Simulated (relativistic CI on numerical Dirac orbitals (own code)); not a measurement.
# Kr¹³⁺: computed level list

Computed by Dirac-Coulomb-Breit CI, separate exchange-only KLI orbitals for each configuration, model QED (radiative potential, 1s self-energy scaled to tabulated hydrogen-like ionisation energies), unscaled Slater integrals (own radial code, finite nucleus).

Configurations in the expansion (outside the closed core [Ne]): 3s2 3p6 3d5, 3s2 3p5 3d6, 3s2 3p4 3d7, 3s 3p6 3d6, 3p6 3d7, 3s2 3p6 3d4 4s, 3s2 3p6 3d4 4p, 3s 3p5 3d7, 3s2 3p6 3d4 4d, 3s2 3p6 3d3 4s2, 3s2 3p6 3d4 4f, 3s2 3p6 3d3 4s 4p, 3s2 3p6 3d4 5s, 3s2 3p6 3d3 4p2, 3s2 3p6 3d4 5p, 3s2 3p6 3d3 4s 4d. Levels of other configurations are missing.

The lowest level is 3s2 3p6 3d5 6S_5/2, with 98 % of that term; Hund's rules for 3s2 3p6 3d5 give 6S with J = 5/2, in agreement.

```
No.  Configuration  Term     J  E (cm⁻¹)    %  Landé g   jj configuration (%)
  1    3s2 3p6 3d5    6S   5/2       0.0   98    1.993   3d3/2^2 3d5/2^3 (41)
  2    3s2 3p6 3d5    4G   5/2   78354.0   58    0.907             3d5/2 (50)
  3    3s2 3p6 3d5    4G  11/2   80609.6   97    1.267   3d3/2^2 3d5/2^3 (47)
  4    3s2 3p6 3d5    4G   7/2   80645.8   94    0.995   3d3/2^3 3d5/2^2 (49)
  5    3s2 3p6 3d5    4G   9/2   81395.7   98    1.170   3d3/2^2 3d5/2^3 (63)
  6    3s2 3p6 3d5    4P   5/2   81424.7   48    1.206   3d3/2^3 3d5/2^2 (47)
  7    3s2 3p6 3d5    4P   3/2   82885.5   77    1.605   3d3/2^3 3d5/2^2 (59)
  8    3s2 3p6 3d5    4P   1/2   85118.2   89    2.425   3d3/2^2 3d5/2^3 (52)
  9    3s2 3p6 3d5    4D   7/2   95450.2   93    1.409   3d3/2^2 3d5/2^3 (64)
 10    3s2 3p6 3d5    4D   1/2   98817.8   90    0.234   3d3/2^2 3d5/2^3 (80)
 11    3s2 3p6 3d5    4D   5/2   99248.1   74    1.397   3d3/2^2 3d5/2^3 (33)
 12    3s2 3p6 3d5    4D   3/2   99893.3   77    1.294     3d3/2 3d5/2^4 (44)
 13    3s2 3p6 3d5    2D   5/2  116372.5   48    1.074     3d3/2 3d5/2^4 (30)
 14    3s2 3p6 3d5    2I  11/2  117096.1   88    0.943   3d3/2^2 3d5/2^3 (50)
 15    3s2 3p6 3d5    2I  13/2  119846.7  100    1.075  3d3/2^2 3d5/2^3 (100)
 16    3s2 3p6 3d5    2D   3/2  120509.3   75    0.722   3d3/2^2 3d5/2^3 (62)
 17    3s2 3p6 3d5    2F   7/2  124681.6   66    1.146   3d3/2^3 3d5/2^2 (50)
 18    3s2 3p6 3d5    4F   9/2  128063.3   73    1.266   3d3/2^3 3d5/2^2 (51)
 19    3s2 3p6 3d5    4F   5/2  130675.0   80    1.008   3d3/2^2 3d5/2^3 (72)
 20    3s2 3p6 3d5    4F   7/2  132807.0   59    1.209     3d3/2 3d5/2^4 (68)
 21    3s2 3p6 3d5    4F   3/2  135254.0   75    0.504     3d3/2 3d5/2^4 (54)
 22    3s2 3p6 3d5    2H   9/2  137573.9   66    1.013   3d3/2^2 3d5/2^3 (84)
 23    3s2 3p6 3d5    2F   5/2  141222.6   49    1.017           3d5/2^5 (52)
 24    3s2 3p6 3d5    2G   7/2  144666.1   91    0.912   3d3/2^2 3d5/2^3 (79)
 25    3s2 3p6 3d5    2H  11/2  144895.0   86    1.072     3d3/2 3d5/2^4 (80)
 26    3s2 3p6 3d5    2G   9/2  150441.8   62    1.071     3d3/2 3d5/2^4 (69)
 27    3s2 3p6 3d5    2F   5/2  152771.6   85    0.891   3d3/2^2 3d5/2^3 (57)
 28    3s2 3p6 3d5    2F   7/2  154401.9   87    1.143     3d3/2 3d5/2^4 (46)
 29    3s2 3p6 3d5    2S   1/2  165246.7   97    1.993   3d3/2^3 3d5/2^2 (39)
 30    3s2 3p6 3d5    2D   3/2  182821.9   98    0.801   3d3/2^3 3d5/2^2 (35)
```

Energies count from the lowest computed level. Filled j subshells are mostly left out of the jj labels.

The mean weight of the leading LS term, summed over parents, in these 30 levels is 79 %, and that of the leading jj configuration (from the same eigenvectors) 57 %, so LS coupling describes them better.

At this charge energies of transitions that change n are usually good to better than 1 %, and those within a shell (Δn = 0) to a few per cent. Terms inside the open d or f shell come out 10 to 20 % too wide with unscaled integrals.

LS names give the leading component of a level, which can be under half, so a name can repeat, a term be missing and a line seem to break the LS rules.
